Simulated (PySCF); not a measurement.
Electronic absorption of C5H7OP

C₅H₇OP.
SMILES with atom numbers: `[CH3:1][C:2]1=[CH:3][CH:4]=[CH:5][P@H:6]1=[O:7]` (hydrogens: H8, H9, H10 on C1; H11 on C3; H12 on C4; H13 on C5; H14 on P6)

Geometry (GFN2-xTB, Å), atoms numbered from 1 in this order:
```xyz
14
C5H7OP angstrom
C     -2.064   -0.246    0.042
C     -0.582   -0.194    0.007
C      0.296   -1.206    0.062
C      1.698   -0.823   -0.002
C      1.938    0.489   -0.114
P      0.354    1.366   -0.122
O      0.034    2.301   -1.201
H     -2.468    0.447   -0.695
H     -2.429   -1.251   -0.164
H     -2.433    0.063    1.021
H      0.016   -2.246    0.132
H      2.468   -1.579    0.029
H      2.906    0.953   -0.174
H      0.265    1.924    1.156
```

Level of theory: TDDFT CAM-B3LYP/def2-SVPD, vertical, gas phase, core orbitals frozen in the response in PySCF.

```
state  E (eV)  E (hartree)       f  main configurations (H = HOMO, L = LUMO)
   S1    4.08       0.1500   0.043                                 H→L (95%)
   S2    4.91       0.1805   0.026                  H-2→L (48%), H-1→L (46%)
   S3    5.02       0.1845  0.0036                  H-1→L (51%), H-2→L (46%)
   S4    6.74       0.2477  0.0010                  H→L+1 (83%), H→L+2 (11%)
   S5    6.78       0.2490  0.0065     H-3→L (41%), H→L+3 (32%), H→L+2 (18%)
   S6    7.22       0.2654   0.034      H→L+2 (55%), H-5→L (12%), H-3→L (9%)
   S7    7.26       0.2669  0.0054     H-5→L (46%), H-4→L (23%), H-6→L (11%)
   S8    7.39       0.2714  0.0081                  H-4→L (53%), H-5→L (25%)
```

Triplets (Tamm–Dancoff): T1 2.52 eV, H→L (94%); T2 4.51 eV, H-2→L (59%), H-1→L (34%); T3 4.72 eV, H-1→L (54%), H-2→L (33%).

The lowest singlet comes at 304 nm (394 kJ/mol) in the ultraviolet; it is of moderate strength; its leading configuration is HOMO→LUMO (95%). The lowest level is also the most intense of those listed (f = 0.043). Löwdin shares by element: HOMO carbon 80% or more (atoms not listed hold the other 20%); LUMO carbon 71% or more (atoms not listed hold the other 29%). Weighted by f, the mean energy of these states is 5.62 eV. Orbital energies (eV): HOMO-3 -11.22, HOMO-2 -9.43, HOMO-1 -9.35, HOMO -8.37, LUMO -1.00, LUMO+1 1.25, LUMO+2 1.61. Of the 8 states listed, 3 reach f = 0.01 and none stays under 0.0005. No computed singlet lies in the visible range (380 to 750 nm); the lowest, at 304 nm, stands 0.82 eV above its violet end (3.26 eV); a Tamm–Dancoff triplet lies at 492 nm, without intensity as long as spin–orbit coupling is left out. The window holds the lowest 8 singlets.
